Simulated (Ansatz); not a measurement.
In₈Sb₇H₂₄⁻, a nanocrystal cut from zinc blende InSb (hydrogen-capped). Charge -1, multiplicity 1. Geometry PBE-D4/def2-SVP.

Cartesian coordinates in Å:
```
Sb -3.665 1.301 -2.601
Sb 0.391 2.398 -2.719
Sb -1.270 -2.147 -2.660
Sb -1.220 0.462 1.167
Sb 1.641 -3.163 0.775
Sb 3.296 1.386 0.721
Sb 2.044 -0.690 4.153
In -3.671 -1.167 -4.045
In -2.087 3.145 -4.113
In -3.821 1.398 0.322
In 0.634 2.302 0.143
In -0.991 -2.162 0.201
In -0.706 0.308 4.008
In 2.734 -3.386 3.496
In 4.292 0.932 3.450
H -5.239 1.873 -3.035
H 1.772 3.257 -3.299
H 0.948 0.865 -3.267
H 0.129 -1.330 -3.242
H -0.756 -3.701 -3.211
H 2.700 -2.243 -0.223
H 1.821 -4.616 -0.140
H 4.365 2.341 -0.241
H 3.495 -0.036 -0.229
H 2.282 -0.760 5.865
H -3.234 -0.964 -5.724
H -4.889 -2.287 -3.476
H -1.892 2.653 -5.778
H -2.297 4.802 -3.596
H -3.939 3.097 0.719
H -5.000 0.182 0.757
H 0.512 3.946 0.730
H -2.135 -3.330 0.826
H -1.693 -0.976 4.668
H -0.633 1.939 4.634
H 1.652 -4.559 4.211
H 4.458 -3.615 3.325
H 4.207 2.541 4.130
H 5.766 0.006 3.298
```

In the def2 sets In, Sb take a core potential; there is no spin–orbit coupling. Single mean-field runs in def2-SVP, def2-TZVP are fitted with def2-universal-jkfit.

(1) Estimate the orbital energies around the gap (eV) in Ansatz with PBE-D4/def2-SVP, PBE-D4/def2-TZVP, r2SCAN-D4/def2-SVP, r2SCANh-D4/def2-SVP, PBE0-D4/def2-TZVP.

Answers

(1) 
```tsv
orbital	PBE-D4/def2-SVP	PBE-D4/def2-TZVP	r2SCAN-D4/def2-SVP	r2SCANh-D4/def2-SVP	PBE0-D4/def2-TZVP
HOMO−5	-3.65	-3.73	-3.90	-4.22	-4.63
HOMO−4	-3.48	-3.57	-3.71	-4.04	-4.44
HOMO−3	-3.46	-3.56	-3.70	-4.03	-4.43
HOMO−2	-3.38	-3.47	-3.61	-3.93	-4.32
HOMO−1	-3.20	-3.31	-3.43	-3.74	-4.14
HOMO	-3.18	-3.28	-3.40	-3.71	-4.09
LUMO	-0.07	-0.21	0.09	0.32	0.48
LUMO+1	0.03	-0.10	0.17	0.39	0.57
LUMO+2	0.10	-0.03	0.24	0.46	0.62
LUMO+3	0.28	0.13	0.36	0.59	0.79
LUMO+4	0.36	0.20	0.54	0.78	0.90
LUMO+5	0.54	0.38	0.74	0.98	1.08
```
